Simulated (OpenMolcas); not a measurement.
Pd2+ in NaCl: curves along the breathing mode

Pd2+ with its 6 nearest chloride ions, on the Na site of NaCl (a = 5.64056 Å, distance in the model lattice 2.820 Å). The rest of the host is ab initio model potentials to 7.6 Å, with orthogonalisation functions on the cations behind the ligands, and point charges beyond; the distance is set by hand and nothing relaxes, and no local charge compensation is placed. Ligand basis ANO-RCC-VDZP.

```
Program             : OpenMolcas 26.06
Method              : CASSCF
Basis               : ANO-RCC-VDZP [6s5p3d1f]
Scalar Hamiltonian  : DKH2, point nucleus
Active space        : 8 electrons in 5 orbitals (4d)
State averaging     : 2S+1 = 3 even, 10 roots; 2S+1 = 1 even, 15 roots
Spin-orbit coupling : state interaction with AMFI integrals over the reference wave functions
```

Spin-free energies (labels of O, the rotations of Oh) in cm-1 above the lowest fitted minimum, as all ligands move together:

```json
{"R (Å)": "2.513", "3A2": "430", "3T2": "11230", "1E": "12110", "3T1": "17520", "1T2": "22920", "1A1": "20230", "3T1(2)": "28160"}
{"R (Å)": "2.572", "3A2": "20", "3T2": "9490", "1E": "11850", "3T1": "15360", "1T2": "21320", "1A1": "19800", "3T1(2)": "25660"}
{"R (Å)": "2.631", "3A2": "1070", "3T2": "9410", "1E": "13030", "3T1": "14840", "1T2": "21340", "1A1": "20790", "3T1(2)": "25010"}
{"R (Å)": "2.69", "3A2": "3350", "3T2": "10720", "1E": "15400", "3T1": "15720", "1T2": "22720", "1A1": "22970", "3T1(2)": "25890"}
{"R (Å)": "2.749", "3A2": "6680", "3T2": "13230", "1E": "18790", "3T1": "17800", "1T2": "25260", "1A1": "26180", "3T1(2)": "28060"}
{"R (Å)": "2.808", "3A2": "10920", "3T2": "16760", "1E": "23080", "3T1": "20950", "1T2": "28820", "1A1": "30290", "3T1(2)": "31340"}
{"R (Å)": "2.868", "3A2": "16080", "3T2": "21310", "1E": "28270", "3T1": "25140", "1T2": "33360", "1A1": "35310", "3T1(2)": "35690"}
```

Cubic fits give the following; the wavenumber is harmonic, with the mass of all moving ligands, small differences in it between states hang on the degree of the fit, a number in brackets counts states of one label, and the table is a selection of at most 14 states with clean curves.

| State | R0 (Å) | Breathing mode (cm-1) | Minimum (cm-1) |
| --- | --- | --- | --- |
| 3A2 | 2.557 | 256 | 0 |
| 3T2 | 2.606 | 260 | 9270 |
| 1E | 2.551 | 254 | 11790 |
| 3T1 | 2.623 | 255 | 14830 |
| 1T2 | 2.602 | 258 | 21160 |
| 1A1 | 2.559 | 251 | 19790 |
| 3T1(2) | 2.626 | 267 | 25000 |
| 1T1 | 2.598 | 259 | 25010 |
| 1E(2) | 2.642 | 263 | 33050 |
| 1T2(2) | 2.641 | 263 | 33350 |
| 1A1(2) | 2.624 | 264 | 54510 |

The minimum of 3T2 is shifted by +0.0481 Å against 3A2 (from the unrounded fits). With M = 212.7 u for the moving shell, the Huang-Rhys factor in this mode is S = M ω ΔR² / 2ħ = 0.01483 × 212.7 × 256 × 0.0481² = 1.87. Only the first shell moves, against a rigid host.

Without dynamic correlation the repulsion within the d shell is too large (B by tens of per cent), so at a given field states of lower spin stand too high. Real 4d8 and 5d8 ions are as a rule square planar and diamagnetic. With metal d orbitals alone the field can be off either way by tens of per cent. Ligand-to-metal charge-transfer states are missing. With no ligand orbital active B as a rule stays too high, so bands that hang on it stand too high and its fall with covalency is understated. The least metal-like active orbital is 82 % on the metal (Löwdin) and no ligand orbital is active, so the numbers are rough (holds for R = 2.513). The least metal-like active orbital is 84 % on the metal (Löwdin) and no ligand orbital is active, so the numbers are rough (holds for R = 2.572). The least metal-like active orbital is 85 % on the metal (Löwdin) and no ligand orbital is active, so the numbers are rough (holds for R = 2.631). No measured value stands beside these numbers.
